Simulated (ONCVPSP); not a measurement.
# Before and after: ONCV potential for vanadium (V)

```json
{
  "Element": "V",
  "Generator": "ONCVPSP 4.0.1",
  "Type": "optimised norm-conserving Vanderbilt (ONCV)",
  "Functional": "LDA (Perdew-Wang 92)",
  "Relativity": "scalar-relativistic",
  "Frozen core": "[Ar]",
  "Valence charge": "5",
  "Reference configuration": "3d3 4s2",
  "Partial waves": "4s: rc 2.60 bohr, ncon 4, nbas 7, qcut 3 1/bohr, 3 projectors, debl 2.1 Ha; p scattering state at 0.11 Ha: rc 2.00 bohr, ncon 3, nbas 6, qcut 3.3 1/bohr, local; 3d: rc 2.00 bohr, ncon 3, nbas 8, qcut 6.2 1/bohr, 1 projector",
  "Local potential": "the p channel",
  "Core correction": "none"
}
```

All-electron outer shells of the reference configuration (LDA (PZ), scalar-relativistic, ld1.x):

```tsv
shell	level (eV)	outermost node (bohr)	outermost maximum (bohr)
3p	-43.95	0.35	0.84
3d	-5.38	–	0.88
4s	-4.85	1.17	2.72
```

Change: s: debl 4.5.

Cutoffs: the cutoffs (Ha) at which the residual kinetic energy of the hardest occupied pseudo-wave falls to 1 and 0.1 mHa per electron; they do not see the model core or the augmentation charge, which bear on the density cutoff. Errors are all-electron minus pseudo energies relative to the spin-unpolarised reference configuration.

Q: How do hardness, ghosts and transferability respond?

A: The potential gets neither clearly harder nor softer (18 Ha and 35 Ha → 18 Ha and 35 Ha); the errors of the 3 common tests hardly move; the range in which the s phases agree narrows (upper end at the end of the scan → 2.4); neither file shows a bound ghost.

| quantity | base | changed |
| --- | --- | --- |
| cutoff, loose | 18 Ha | 18 Ha |
| cutoff, tight | 35 Ha | 35 Ha |
| bound ghosts | none | none |
| GHOST(+) flags under 300 eV | s at 112.2 eV | s at 229.7 eV |
| tests with a reliable result | 3 of 4 | 3 of 4 |
| error for 3d3 4s1, meV [ΔE 7.93 eV] | +7.8 | +8.0 |
| error for 3d3 4s0, meV [ΔE 22.47 eV] | +69 | +69 |
| error for 3d2 4s0, meV [ΔE 51.63 eV] | +160 | +161 |
| s: phases at 2.64 bohr within 0.05 rad from the reference energy up to (Ha; the scan ends near 5) | to the end of the scan | 2.4 |
| p: phases at 2.03 bohr within 0.05 rad from the reference energy up to (Ha; the scan ends near 5) | 0.4 | 0.4 |
| d: phases at 2.03 bohr within 0.05 rad from the reference energy up to (Ha; the scan ends near 5) | 0.1 | 0.1 |
